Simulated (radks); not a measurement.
Results of a calculation; reference values are marked as such.
The nitrogen anion N-, [He] 2s2 2p4, held by a Watson sphere: a shell of charge +1 at radius R that stands for the Madelung well of a crystal (potential energy -1/R inside, -1/r outside, in hartree with lengths in bohr). Code: a radial shooting solver on a logarithmic mesh with Libxc functionals. Model: scalar-relativistic Kohn-Sham, LDA (Slater exchange, Perdew-Wang correlation), spin-polarised, spherical densities, finite nucleus; open shells are filled with parallel spins first; Fermi nuclear charge, rms radius of each element as measured or else 0.836 A^(1/3) + 0.57 fm. Response by self-consistent Sternheimer equations with the Hartree and adiabatic LDA kernel, the relativistic mass of each level held fixed and spin-orbit coupling left out. The sphere does not respond.

[
 {"R (bohr)": "2.35", "e(2s down) (eV)": "-15.723", "e(2p up) (eV)": "-7.192", "e(2p down) (eV)": "-5.013", "<r> 2p (bohr)": "1.779", "sum of <r^2> (bohr^2)": "19.30", "X-ray form factor at sin(theta)/lambda = 0.1 1/angstrom": "6.798", "alpha (bohr^3)": "16.64"},
 {"R (bohr)": "2.95", "e(2s down) (eV)": "-14.593", "e(2p up) (eV)": "-6.175", "e(2p down) (eV)": "-4.059", "<r> 2p (bohr)": "1.901", "sum of <r^2> (bohr^2)": "21.02", "X-ray form factor at sin(theta)/lambda = 0.1 1/angstrom": "6.726", "alpha (bohr^3)": "23.11"},
 {"R (bohr)": "3.15", "e(2s down) (eV)": "-14.274", "e(2p up) (eV)": "-5.880", "e(2p down) (eV)": "-3.777", "<r> 2p (bohr)": "1.940", "sum of <r^2> (bohr^2)": "21.54", "X-ray form factor at sin(theta)/lambda = 0.1 1/angstrom": "6.707", "alpha (bohr^3)": "25.71"},
 {"R (bohr)": "3.18", "e(2s down) (eV)": "-14.229", "e(2p up) (eV)": "-5.838", "e(2p down) (eV)": "-3.736", "<r> 2p (bohr)": "1.946", "sum of <r^2> (bohr^2)": "21.62", "X-ray form factor at sin(theta)/lambda = 0.1 1/angstrom": "6.704", "alpha (bohr^3)": "26.12"},
 {"R (bohr)": "3.23", "e(2s down) (eV)": "-14.154", "e(2p up) (eV)": "-5.768", "e(2p down) (eV)": "-3.670", "<r> 2p (bohr)": "1.956", "sum of <r^2> (bohr^2)": "21.74", "X-ray form factor at sin(theta)/lambda = 0.1 1/angstrom": "6.699", "alpha (bohr^3)": "26.82"},
 {"R (bohr)": "3.25", "e(2s down) (eV)": "-14.125", "e(2p up) (eV)": "-5.741", "e(2p down) (eV)": "-3.643", "<r> 2p (bohr)": "1.960", "sum of <r^2> (bohr^2)": "21.79", "X-ray form factor at sin(theta)/lambda = 0.1 1/angstrom": "6.698", "alpha (bohr^3)": "27.10"},
 {"R (bohr)": "3.31", "e(2s down) (eV)": "-14.038", "e(2p up) (eV)": "-5.660", "e(2p down) (eV)": "-3.565", "<r> 2p (bohr)": "1.972", "sum of <r^2> (bohr^2)": "21.94", "X-ray form factor at sin(theta)/lambda = 0.1 1/angstrom": "6.693", "alpha (bohr^3)": "27.98"},
 {"R (bohr)": "3.35", "e(2s down) (eV)": "-13.981", "e(2p up) (eV)": "-5.607", "e(2p down) (eV)": "-3.513", "<r> 2p (bohr)": "1.980", "sum of <r^2> (bohr^2)": "22.04", "X-ray form factor at sin(theta)/lambda = 0.1 1/angstrom": "6.689", "alpha (bohr^3)": "28.57"},
 {"R (bohr)": "3.51", "e(2s down) (eV)": "-13.763", "e(2p up) (eV)": "-5.402", "e(2p down) (eV)": "-3.315", "<r> 2p (bohr)": "2.011", "sum of <r^2> (bohr^2)": "22.43", "X-ray form factor at sin(theta)/lambda = 0.1 1/angstrom": "6.677", "alpha (bohr^3)": "31.08"}
]
